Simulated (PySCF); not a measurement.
H4FGeN (SMILES [NH2][GeH2][F]), singlet, geometry from GFN2-xTB. Base run: CAMB3LYP/def2-SVP, polarisability (PySCF).

Input for PySCF:
```python
from pyscf import gto, scf, dft
from pyscf.prop import polarizability

mol = gto.Mole()
mol.atom = '''
    Ge   -0.169999    0.269505    0.177835
    N     1.571171   -0.076907   -0.098983
    F    -0.927880   -1.019059   -0.704473
    H    -0.562576    1.527371   -0.528717
    H    -0.761361    0.095612    1.554522
    H     1.852847   -1.044831   -0.026174
    H     2.263771    0.507563    0.342808
'''
mol.basis = 'def2-svp'
mol.charge = 0
mol.spin = 0
mol.verbose = 3
mol.build()

mf = dft.RKS(mol)
mf.xc = 'camb3lyp'
mf.kernel()
alpha = mf.Polarizability().polarizability()[2, 2]
print('alpha_zz =', alpha)
```

The base run was repeated with changes; each row names its change, and settings that it needs were set with it.

| change | alpha_zz (bohr³) | basis functions | core-seconds (rough) |
|---|---|---|---|
| base | 28.40 | 80 | 30 |
| basis = 6-31G | 25.63 | 53 | 20 |
| functional = hf | 26.30 | 80 | 3 |
| basis = def2-TZVP | 33.42 | 134 | 90 |
| basis = aug-cc-pVDZ | 38.05 | 118 | 80 |
| finite field (a.u.) = 0.005; conv_tol = 1e-11 | 28.41 | 80 | 20 |
| finite field (a.u.) = 0.001; conv_tol = 1e-6 | 28.40 | 80 | 10 |
| basis = cc-pVDZ | 28.44 | 75 | 40 |
| basis = def2-SVPD | 36.97 | 113 | 30 |
| basis = STO-3G | 11.81 | 32 | 9 |
| functional = lda,vwn | 30.31 | 80 | 6 |
| finite field (a.u.) = 2e-4; conv_tol = 1e-6 | 25.87 | 80 | 10 |

Finite-field rows take the second difference of the energy in a field along z; a small field with loose convergence shows SCF noise divided by the square of the field, and a large one adds hyperpolarisability.
